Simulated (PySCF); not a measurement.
**From computed data to an observable: dipole moment from atomic charges**

Si(Cl)(F)2(NCO) (CClF2NOSi), SMILES [Si](F)(F)(N=C=O)Cl. Atoms are numbered in the order given.

```xyz
7

O      0.4257     3.4553     0.0000
C      0.1546     2.3223     0.0000
N     -0.1363     1.1553     0.0000
Si    -0.3697    -0.5105     0.0000
F     -1.2183    -0.9325     1.2905
F     -1.2183    -0.9325    -1.2905
Cl     1.3956    -1.5136     0.0000
```

The structure is a stationary point at B3LYP-D3(BJ)/def2-SVP. This is a generated structure with no PubChem entry under its InChIKey; it may be hypothetical. The values are those of a single conformer.

Charges (e) from PBE/def2-TZVP (PySCF):

```tsv
atom	ESP fit	Mulliken
O1	-0.289	-0.140
C2	0.489	0.209
N3	-0.251	-0.132
Si4	0.395	0.705
F5	-0.146	-0.241
F6	-0.146	-0.241
Cl7	-0.052	-0.159
```

The dipole moment of the full density is 0.54 D.

What dipole moment does each set of point charges give, and which comes closer to that of the density?


μ = Σ q r, and 1 e Å = 4.8032 D.
ESP fit: Σ q r = (0.124, -0.004, 0.000) e Å, |μ| = 0.60 D.
Mulliken: Σ q r = (0.095, 0.179, 0.000) e Å, |μ| = 0.98 D.
ESP fit comes closer in size. Point charges leave out the atoms' own dipoles (lone pairs, polarised bonds); fits to the potential absorb them, partitions of the density don't.
